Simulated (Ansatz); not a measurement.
`[PH3+][B-](Cl)(Cl)Cl` at its PBE0-D4/def2-TZVP geometry, where that method's forces vanish. Total charge 0; spin multiplicity 1.

```xyz
8

P    -0.6519   -0.1439   -0.6572
B     0.7338    0.1621    0.7389
Cl    2.1649   -0.8127    0.1684
Cl    0.9998    1.9656    0.7161
Cl   -0.0333   -0.4616    2.2710
H    -1.0389   -1.4822   -0.8374
H    -0.2988    0.2601   -1.9556
H    -1.8755    0.5126   -0.4443
```

Q: What forces (eV/Å) does ωB97M-V/def2-TZVPP give on these atoms in the Gaussian-basis code of Ansatz? (Best estimate.)

A: The calculation gave: 
```
P1  -0.245 -0.054 -0.247
B2   0.032  0.006  0.035
Cl3  0.080 -0.050 -0.025
Cl4  0.018  0.096  0.003
Cl5 -0.035 -0.031  0.084
H6   0.046  0.155  0.022
H7  -0.039 -0.046  0.152
H8   0.143 -0.076 -0.023
```
